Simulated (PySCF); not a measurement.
## Mn²⁺ (manganese, charge +2) across methods

[Ar] 3d4 4p1, one real determinant (an excited configuration). All numbers are calculated (PySCF 2.14, the non-relativistic Hamiltonian (point nucleus), in aug-cc-pVTZ with one added diffuse shell each of s, p, d, f, g type (9s8p6d4f3g, 118 functions)).

```
 method  E (hartree)  mean ε 3p β (eV)  mean ε 3d α (eV)  mean ε 4p α (eV)  Σ⟨r²⟩ (bohr²)   ⟨S²⟩
    PBE    -1149.395           -76.861           -33.190           -17.229          22.78  8.750
   PBE0    -1149.444           -79.951           -35.947           -17.876          22.82  8.751
 PBEsol    -1148.280           -76.757           -33.156           -17.195          22.73  8.750
r2SCAN0    -1149.622           -80.526           -36.406           -17.887          22.81  8.751
    UHF  -1148.62161           -87.643           -43.486           -19.369          23.27  8.752
  B3LYP    -1149.673           -79.404           -35.368           -17.727          22.79  8.751
 r2SCAN    -1149.629           -77.721           -33.793           -17.273          22.77  8.751
    LDA    -1147.244           -76.957           -33.347           -17.285          22.70  8.750
```

⟨L²⟩ = 8.01 against 12 for a pure F term, so this real determinant mixes terms.
